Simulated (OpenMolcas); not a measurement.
# Yb4+: CASPT2 settings compared

```json
{
 "Program": "OpenMolcas 26.06",
 "Basis": "ANO-R2 [8s6p4d3f1g]",
 "Scalar Hamiltonian": "X2C, finite nucleus",
 "Active space": "12 electrons in 7 orbitals (4f)",
 "State averaging": "2S+1 = 3 even, 18 roots; 2S+1 = 1 even, 14 roots kept (CI in the orbitals of an earlier block)",
 "Spin-orbit coupling": "RASSI with atomic mean-field integrals over the reference wave functions, term energies averaged over their components"
}
```

Methods on the same reference wave functions:
A. CASSCF
B. SS-CASPT2, IPEA 0.4 Eh, imaginary shift 0.5 Eh (closed shells correlated: 4d 5s 5p)
C. SS-CASPT2, IPEA 0.35 Eh, no level shift (closed shells correlated: none)
D. SS-CASPT2, IPEA 0.2 Eh, sigma1 regulariser 0.5 Eh (closed shells correlated: none)

Energies in cm⁻¹ above 4f¹² ³H₆, the measured ground level; measured values from the list in Tchang-Brillet, Wyart, Meftah and Ait Mammar, Atoms 6, 52 (2018).

```
          Level      A      B      C      D  Measured
       4f¹² ³H₆    0.0    0.0    0.0    0.0       0.0
4f¹² ³F₄ [55 %]   6971   6020   6550   6530          
       4f¹² ³H₅   9343   9340   9340   9340      9580
4f¹² ³H₄ [57 %]  14847  14360  14610  14600     14405
       4f¹² ³F₃  17950  16330  17220  17180     16372
       4f¹² ³F₂  19503  17600  18680  18650     16877
4f¹² ¹G₄ [56 %]  24672  24500  24570  24580     24193
```

Deviations, from unrounded energies. A percentage is the sum of absolute deviations over the sum of measured energies, with the sign that they share, or ± where signs differ.

| Against measurement | Levels | A | B | C | D |
| --- | --- | --- | --- | --- | --- |
| mean absolute deviation (cm-1) | 5 | 1100 | 270 | 690 | 680 |
| fine structure of the ground term (%) | 2 | ±2.8 | -1.2 | ±1.8 | ±1.8 |
| other terms of the ground configuration (%) | 3 | +8.2 | ±1.9 | +5.3 | +5.2 |

B lies closest to measurement on these levels and A furthest from it. The largest miss of B in the table is 4f¹² ³F₂, by +720 cm-1. The ranking rests on the paired levels alone, and a cruder setting can come out closer through cancelling errors.

Among B to D the level of the table that moves most is 4f¹² ³F₂, by 1100 cm-1 (lowest in B, highest in C). Moves below CASPT2's spread within the term are not significant.

The mean deviations of B to D differ by less than CASPT2's widest spread within a term (460 cm-1), so their order carries little weight.

From A to B the spin-free energies of the other terms of 4f¹² shown, above ³H, scale by factors of 0.81 to 1.00.

The lowest spin-free term lies below A's lowest term by 1.204 hartree in B, 0.414 hartree in C, 0.415 hartree in D.

CASPT2 does not keep the components of a term degenerate, so their means are used; among the terms shown or strongly mixed into the levels shown the widest spread is 460 cm-1 (4f¹² ¹G, B). Terms from blocks run as CI alone lack orbitals of their own. Without dynamic correlation excited terms often stand tens of per cent too high (terms of higher spin than the ground term too low), and those without a measured partner can miss by more than the paired ones (holds for A). Measured partners are found by configuration, term and J. A level has none where our copy of the source lacks it or the pairing is in doubt (some pairs that miss far off the trend of their configuration count as doubtful), and it then counts in no deviation. Only configurations of the active space appear. Levels that lie high or do not pair safely by name in every column are left out.

A share in square brackets marks a mixed level and gives the weight of the term that names it, the lowest over the columns.
